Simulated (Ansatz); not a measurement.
Start from `CC1=CC(C(F)(F)F)=[O+][Ti-]([F])([F])([F])[O]1` and change one atom or group to get `CC1=CC(C(F)(F)F)=[O+][Ti-]([OH])([OH])([Cl])[O]1`.

Ansatz, PBE0-D4/def2-TZVP geometries, multiplicity 1. Each molecule was computed in one conformer, which needn't be the lowest.

Scalar relativity is left out up to krypton.

| property | `CC1=CC(C(F)(F)F)=[O+][Ti-]([F])([F])([F])[O]1` |
| --- | --- |
| LUMO energy (PBE0/def2-TZVPP) / eV | -3.11 |
| size of the dipole moment (B3LYP/def2-TZVPP) / D | 6.05 |
| HOMO energy (PBE0/def2-TZVPP) / eV | -8.51 |
| size of the dipole moment (PBE/def2-TZVPP) / D | 5.67 |
| HOMO–LUMO gap (ωB97M-V/def2-TZVPP) / eV | 9.64 |
| LUMO energy (ωB97M-V/def2-TZVPP) / eV | -0.98 |

(1) What does the change do to each property? (Best estimate.)

Answers

(1) Ansatz gave: 
```
                                        property  `CC1=CC(C(F)(F)F)=[O+][Ti-]([OH])([OH])([Cl])[O]1`  shift
              LUMO energy (PBE0/def2-TZVPP) / eV                                               -2.73   0.38
size of the dipole moment (B3LYP/def2-TZVPP) / D                                                5.09  -0.96
              HOMO energy (PBE0/def2-TZVPP) / eV                                               -8.03   0.48
  size of the dipole moment (PBE/def2-TZVPP) / D                                                4.77  -0.90
         HOMO–LUMO gap (ωB97M-V/def2-TZVPP) / eV                                                9.51  -0.13
           LUMO energy (ωB97M-V/def2-TZVPP) / eV                                               -0.65   0.33
```

With PBE0 the HOMO rises by 0.48 eV and the LUMO rises by 0.38 eV, so the gap narrows by about 0.10 eV. PBE moves the HOMO by 0.48 eV and ωB97M-V by 0.47 eV. Dipoles are sizes alone; their direction can turn.

B3LYP here is the variant with VWN-RPA as its local correlation; programs differ in this.
